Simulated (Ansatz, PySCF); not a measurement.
ZrCl₂, SMILES [Cl][Zr][Cl] (connectivity only; charge and spin as stated), neutral, multiplicity 3. Atoms are numbered in the order given.

```xyz
3

Zr     0.0000     0.0000     0.1746
Cl     0.0000    -2.2661    -0.5087
Cl     0.0000     2.2661    -0.5087
```
Charge 0, spin multiplicity 3.

The structure is a stationary point at B3LYP-D3(BJ)/def2-TZVP. The multiplicity is an assumed one; other spin states were not compared. The def2 effective core potentials stand for the cores of Zr; spin–orbit coupling is left out.

Two levels are set side by side: PBE-D3(BJ)/def2-TZVP (Ansatz, a quantum-chemistry and plane-wave program) and B3LYP-D3(BJ)/def2-TZVP (Ansatz). Each level has its own optimised geometry; the coordinates shown are those of the second. Frequencies come from the Hessian of PySCF at each geometry. Differences are taken from unrounded values.

| quantity | B3LYP-D3(BJ) |
|---|---|
| mean bond length (Å) | 2.367 |
| bond Zr1–Cl2 (Å) | 2.367 |
| bond Zr1–Cl3 (Å) | 2.367 |
| highest harmonic wavenumber (cm⁻¹) | 397 |
| mean harmonic wavenumber (cm⁻¹) | 264 |
| zero-point energy (kcal/mol) | 1.13 |

**Question.** What does PBE-D3(BJ) give, and how far is it from B3LYP-D3(BJ)? (An estimate is asked for; the answer gives what the named calculation found.)

**Answer.** 
| quantity | PBE-D3(BJ) | PBE-D3(BJ) minus B3LYP-D3(BJ) |
|---|---|---|
| mean bond length (Å) | 2.346 | -0.021 |
| bond Zr1–Cl2 (Å) | 2.346 | -0.021 |
| bond Zr1–Cl3 (Å) | 2.346 | -0.021 |
| highest harmonic wavenumber (cm⁻¹) | 399 | 2 |
| mean harmonic wavenumber (cm⁻¹) | 272 | 8 |
| zero-point energy (kcal/mol) | 1.17 | 0.03 |
